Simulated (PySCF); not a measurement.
Species: C₄H₇F₃Se.
Bonds: C1–C2, C2–Se3, Se3–C4, C4–C5, C5–F6, C5–F7, C5–F8. Hydrogens: H9, H10, H11 on C1; H12, H13 on C2; H14, H15 on C4.

Level of theory: PySCF 2.14.0, PBE0-D3(BJ)/def2-SVP geometry optimisation, gas phase.

**Question.** What internal coordinates does the optimisation give?

**Answer.** 
```
                 bond  length (Å)
                C1–C2       1.516
               C2–Se3       1.958
               Se3–C4       1.942
                C4–C5       1.508
         C5–F6, C5–F7       1.335
                C5–F8       1.340
C1–H9, C1–H10, C1–H11       1.101
       C2–H12, C2–H13       1.099
       C4–H14, C4–H15       1.099
```

Bonds in one row agree within 0.01 Å and their mean is given. A selection of angles:
```
    angle  degrees
C1–C2–Se3    109.9
C2–Se3–C4     97.8
Se3–C4–C5    115.1
 C4–C5–F6    112.3
 C4–C5–F8    110.1
 F6–C5–F7    107.8
```

Dihedral angles: C1–C2–Se3–C4 -176° (antiperiplanar); C2–Se3–C4–C5 -81° (synclinal); Se3–C4–C5–F6 -60° (synclinal). The mirror-image conformer, all signs reversed, is as good.

Of the pairs four or more bonds apart, F7···H12 is among the closest relative to their van der Waals radii: 2.49 Å, 93 % of the sum of Bondi's values.

Point group: C1 (no symmetry element, even within 0.4 Å). Whether it is a minimum is left open (no frequencies). The numbers are those of one conformer.
